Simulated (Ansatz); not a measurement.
C$_{3}$H$_{8}$BN (`BC(C)C=N`). Charge 0, multiplicity 1. The geometry is a stationary point of PBE0-D4/def2-TZVP. It is one conformer, not always the lowest.

```xyz
13

B    -0.398   -1.525    0.563
C    -0.122   -0.199   -0.202
C    -1.285    0.785   -0.312
C     1.169    0.465    0.137
N     2.234    0.246   -0.507
H     0.486   -2.133    1.089
H    -1.503   -1.987    0.540
H     0.042   -0.686   -1.190
H    -2.209    0.266   -0.574
H    -1.096    1.551   -1.067
H    -1.455    1.294    0.641
H     1.123    1.154    0.994
H     3.014    0.769   -0.112
```

**Question.** What is the dipole moment at PBE/def2-TZVPP? (Best estimate.)

**Answer.** The calculation gave: 1.86 D, with components (-0.93, 1.28, 0.98) D in this frame, pointing from negative to positive charge.

**Question.** And with r2SCAN, B3LYP, ωB97M-V? (Estimate.)

**Answer.** Computed: r2SCAN 1.92 D, B3LYP 1.94 D, ωB97M-V 1.95 D.

**Question.** Give the Mulliken charges with PBE, r2SCAN, B3LYP in def2-TZVPP. (Estimate.)

**Answer.** Computed: 
```csv
atom,PBE,r2SCAN,B3LYP
B1,-0.10,-0.05,-0.11
C2,0.16,0.19,0.13
C3,-0.27,-0.17,-0.27
C4,-0.15,-0.05,-0.11
N5,-0.23,-0.32,-0.25
H6,0.04,0.02,0.05
H7,0.02,0.00,0.03
H8,0.05,0.02,0.05
H9,0.09,0.06,0.09
H10,0.09,0.06,0.10
H11,0.08,0.04,0.08
H12,0.05,0.04,0.07
H13,0.16,0.15,0.15
```

B3LYP here is the variant with VWN-RPA as its local correlation; programs differ in this.
